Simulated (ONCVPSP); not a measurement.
## Before and after: ONCV potential for cadmium

- Element: Cd (Z = 48)
- Generator: ONCVPSP 4.0.1
- Type: optimised norm-conserving Vanderbilt (ONCV)
- Functional: PBEsol
- Relativity: scalar-relativistic
- Frozen core: [Kr]
- Valence charge: 12
- Reference configuration: 4d10 5s1.5 (charge +0.5)
- Partial waves: 5s: rc 2.25 bohr, ncon 5, nbas 8, qcut 2.4 1/bohr, 1 projector; p scattering state at 0.18 Ha: rc 2.20 bohr, ncon 4, nbas 8, qcut 4.3 1/bohr, 1 projector; 4d: rc 1.10 bohr, ncon 4, nbas 7, qcut 9.2 1/bohr, 3 projectors, debl 3.2 Ha
- Local potential: polynomial inside 1.00 bohr (lpopt 5, dvloc0 -1 Ha)
- Core correction: none

In the p channel the program set the typed energies aside and used 0.050 Ha.

All-electron outer shells of the reference configuration (PBEsol, scalar-relativistic, ld1.x):

| shell | level (eV) | outermost node (bohr) | outermost maximum (bohr) |
| --- | --- | --- | --- |
| 4p | -71.15 | 0.43 | 0.84 |
| 4d | -15.96 | 0.42 | 0.98 |
| 5s | -9.27 | 1.06 | 2.29 |

Change: functional PW91.

Cutoffs: the cutoffs (Ha) at which the residual kinetic energy of the hardest occupied pseudo-wave falls to 1 and 0.1 mHa per electron; they do not see the model core or the augmentation charge, which bear on the density cutoff. Errors are all-electron minus pseudo energies relative to the spin-unpolarised reference configuration.

Question: How do hardness, ghosts and transferability respond?

Answer: The potential gets neither clearly harder nor softer (38 Ha and 58 Ha → 38 Ha and 55 Ha); both files keep a bound ghost (p, s); of the 3 tests that both files solve, the error grows in 2 and shrinks in 1 by more than 15 % and 0.3 meV (median size 1.0 → 1.6 meV).

| quantity | base | changed |
| --- | --- | --- |
| cutoff, loose | 38 Ha | 38 Ha |
| cutoff, tight | 58 Ha | 55 Ha |
| loose cutoff by channel | s 10 Ha, d 38 Ha | s 10 Ha, d 38 Ha |
| bound ghosts | s, p | s, p |
| GHOST(+) flags under 300 eV | s at 16.2 eV | s at 15.7 eV |
| tests with a reliable result | 3 of 4 | 3 of 4 |
| error for 4d10 5s2, meV [ΔE -3.73 → -3.75 eV] | +1.0 | +1.6 |
| error for 4d10 5s1, meV [ΔE 5.58 → 5.60 eV] | -0.6 | +0.2 |
| error for 4d10 5s0, meV [ΔE 22.67 → 22.81 eV] | +1.7 | +14 |
| s: phases at 2.29 bohr within 0.05 rad from the reference energy up to (Ha; the scan ends near 5) | 0.3 | 0.3 |
| p: phases at 2.23 bohr within 0.05 rad from the reference energy up to (Ha; the scan ends near 5) | 1.3 | 1.3 |
| d: phases at 1.12 bohr within 0.05 rad from the reference energy up to (Ha; the scan ends near 5) | to the end of the scan | to the end of the scan |

 A true bound ghost makes a file unfit for plane-wave use even where its test errors are small: the radial tests pick states by their node count and pass the ghost by.
